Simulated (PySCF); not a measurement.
C6H14FNSi.
Structure used (GFN2-xTB), in Å, numbered top down from 1:
```xyz
23
C6H14FNSi angstrom
F      4.3207    1.0007    0.1012
C      3.3937   -0.0157    0.0654
C      1.9919    0.5473   -0.1111
C      0.9498   -0.5706   -0.1332
C     -0.4630   -0.0698   -0.4073
C     -0.9934    0.8649    0.6837
C     -2.5163    0.8900    0.5871
N     -2.9317   -0.4811    0.3621
Si    -1.7920   -1.4392   -0.4842
H      3.4915   -0.5613    1.0100
H      3.6764   -0.6659   -0.7692
H      1.9522    1.1111   -1.0458
H      1.7888    1.2386    0.7085
H      1.2233   -1.2918   -0.9081
H      0.9668   -1.0967    0.8242
H     -0.4500    0.4772   -1.3554
H     -0.5896    1.8750    0.6003
H     -0.7149    0.4605    1.6588
H     -2.9646    1.2694    1.5114
H     -2.8340    1.5455   -0.2362
H     -3.9258   -0.6304    0.3805
H     -1.4681   -2.6359    0.2960
H     -2.1166   -1.7949   -1.8713
```

NICS is the negative of the GIAO shielding at a point without a nucleus: at the ring centre (0) and 1 Å above and below it (1); zz is the component along the ring normal. Level: GIAO PBE0/pcSseg-1 (PySCF, non-relativistic, gas phase) on the GFN2-xTB geometry, one conformer.

Ring bond lengths (Å), with Mayer bond orders in brackets: C5–C6 1.531 (1.00), C6–C7 1.526 (1.05), C7–N8 1.450 (0.96), N8–Si9 1.713 (1.03), Si9–C5 1.910 (0.87).

**Question.** Give the NICS values of each ring in ppm.

**Answer.** 
| ring | type | NICS(0) | NICS(1), two faces | NICS(1)zz, two faces | rms pucker (Å) | centre to ring atoms, mean (Å) |
| --- | --- | --- | --- | --- | --- | --- |
| C5–C6–C7–N8–Si9 | 5-membered ring with N and Si; formal bonds all single | -6.4 | -3.7 / -3.1 | -2.5 / -2.9 | 0.17 | 1.36 |

**Question.** What do they say, and how far can they be read as aromaticity?

**Answer.** 
- C5–C6–C7–N8–Si9: mean NICS(1)zz -2.7 ppm, near zero. C5, C6, C7, Si9 have four or more neighbours, and the NICS criterion for π rings isn't applied.

**Question.** At the first NICS(1) probe listed for ring C5–C6–C7–N8–Si9, 1 Å off the ring, how large is the induced field along the normal in 7.05 T applied along it?

**Answer.** NICSzz × B0 = -2.5 ppm × 7.05 T = -18 μT, against the applied field.

**Question.** List the ring angles and the Hirshfeld charges of the ring atoms.

**Answer.** 
- C5–C6–C7–N8–Si9: C5 103.0° (-0.107 e), C6 108.1° (-0.071 e), C7 106.3° (-0.024 e), N8 114.5° (-0.250 e), Si9 92.4° (+0.361 e); sum 524.3° against 540° for a flat convex ring.

**Question.** What are the shieldings of the ring atoms and their hydrogens in the same run (means over atoms taken as equivalent)?

**Answer.** 
```tsv
atoms	environment	σ isotropic (ppm)	principal values of the symmetric part, first atom (ppm)
C5	sp3 carbon bound to silicon	158.4	142.4, 158.4, 174.5
C6	ring CH2 carbon	151.0	136.7, 153.5, 162.7
C7	sp3 carbon bound to nitrogen	135.7	110.1, 134.4, 162.4
N8	silicon-bound nitrogen	243.6	193.9, 227.2, 309.6
Si9	SiH2 silicon	373.6	337.3, 354.6, 428.8
H16	methine hydrogen	30.48	26.4, 29.4, 35.6
H17	methylene hydrogen	29.52	24.3, 29.3, 35.0
H18	methylene hydrogen	30.43	25.2, 30.0, 36.0
H19	methylene hydrogen	28.19	22.9, 26.7, 35.0
H20	methylene hydrogen	28.48	23.2, 26.8, 35.4
H21	N–H hydrogen	31.70	21.8, 28.6, 44.7
H22	Si–H hydrogen	27.07	23.7, 24.8, 32.7
H23	Si–H hydrogen	26.81	23.5, 24.3, 32.7
```
